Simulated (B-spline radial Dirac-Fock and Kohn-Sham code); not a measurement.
## Magnetic form factor of the 3d shell of Tm⁴⁸⁺

System: Tm⁴⁸⁺ in the configuration [Ar] 3d3.

The computed values come from a radial atomic solver: relativistic Hartree-Fock (Dirac-Fock) wave functions, averaged over the configuration. ⟨j_K⟩ is the integral of the 3d radial density with the spherical Bessel function j_K(4πsr), s = sin θ/λ.

| s (Å⁻¹) | ⟨j0⟩ | ⟨j2⟩ | ⟨j4⟩ |
| --- | --- | --- | --- |
| 0 | 1.0000 | 0.0000 | 0.0000 |
| 0.07 | 0.9986 | 0.0006 | 0.0000 |
| 0.08 | 0.9982 | 0.0007 | 0.0000 |
| 0.1 | 0.9972 | 0.0011 | 0.0000 |
| 0.12 | 0.9959 | 0.0016 | 0.0000 |
| 0.14 | 0.9945 | 0.0022 | 0.0000 |
| 0.17 | 0.9918 | 0.0033 | 0.0000 |
| 0.2 | 0.9887 | 0.0045 | 0.0000 |
| 0.24 | 0.9838 | 0.0065 | 0.0000 |
| 0.28 | 0.9780 | 0.0088 | 0.0000 |
| 0.33 | 0.9696 | 0.0121 | 0.0001 |
| 0.4 | 0.9556 | 0.0176 | 0.0001 |
| 0.47 | 0.9392 | 0.0240 | 0.0002 |
| 0.56 | 0.9148 | 0.0334 | 0.0005 |
| 0.67 | 0.8803 | 0.0466 | 0.0009 |
| 0.79 | 0.8376 | 0.0625 | 0.0018 |
| 0.94 | 0.7781 | 0.0841 | 0.0034 |
| 1.12 | 0.7001 | 0.1110 | 0.0064 |
| 1.33 | 0.6045 | 0.1416 | 0.0115 |
| 1.58 | 0.4904 | 0.1742 | 0.0201 |

Radial moments of the shell: ⟨r²⟩ = 0.03852, ⟨r⁴⟩ = 0.002483, ⟨r⁶⟩ = 0.0002412 in powers of bohr.
